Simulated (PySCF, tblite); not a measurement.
Compound: C8H13P.
Atom-mapped SMILES: `[CH2:1]=[CH:2][C@@H:3]1[C@H:4]([CH3:5])[P:6]1[CH:7]1[CH2:8][CH2:9]1` (hydrogens: H10, H11 on C1; H12 on C2; H13 on C3; H14 on C4; H15, H16, H17 on C5; H18 on C7; H19, H20 on C8; H21, H22 on C9)

Cartesian coordinates in Å at the GFN2-xTB level; atoms count from 1:
```xyz
22
C8H13P angstrom
C      2.9611    0.0274   -1.8448
C      2.2538   -0.4128   -0.8146
C      0.9808    0.1752   -0.3984
C      0.5440    0.1911    1.0479
C      1.4458   -0.3604    2.1251
P     -0.4473   -0.9780    0.0037
C     -1.8507    0.1398   -0.4448
C     -2.7803    0.6295    0.6299
C     -3.2420   -0.4148   -0.3313
H      2.6368    0.8674   -2.4375
H      3.8913   -0.4297   -2.1330
H      2.6023   -1.2622   -0.2433
H      0.6961    1.0480   -0.9819
H      0.0262    1.0998    1.3457
H      1.7756   -1.3685    1.8850
H      2.3259    0.2722    2.2445
H      0.9157   -0.3956    3.0751
H     -1.6603    0.8040   -1.2819
H     -3.1817    1.6289    0.5422
H     -2.5830    0.3276    1.6488
H     -3.9671   -0.1456   -1.0849
H     -3.3533   -1.4240    0.0382
```

Jobs on this species (22 atoms, 76 electrons) with PySCF (density fitting) and tblite. Hardware of each: one thread of an Intel Xeon Platinum 8259CL at 2.50 GHz (shared host). Times come from a shared host and carry two figures at best.

```json
{"level and settings": "PBE0/pcSseg-1", "work": "shieldings, ring-centre shieldings, charges and field gradients", "basis functions": "225", "SCF cycles": "?", "wall time": "?"}
{"level and settings": "GFN2-xTB", "work": "L-BFGS relaxation", "basis functions": "–", "SCF cycles": "–", "wall time": "1.8 s"}
{"level and settings": "GFN2-xTB", "work": "Hessian by finite differences", "basis functions": "–", "SCF cycles": "–", "wall time": "1.6 s"}
```

Problem. Fill in the missing figures.

Solution. 
- PBE0/pcSseg-1; shieldings, ring-centre shieldings, charges and field gradients: 61 s, 14 SCF cycles

Problem. What do all jobs in the table cost together?

Solution. About 64 s; the longest takes about 95 % of that, and about 38 times as long as the shortest.
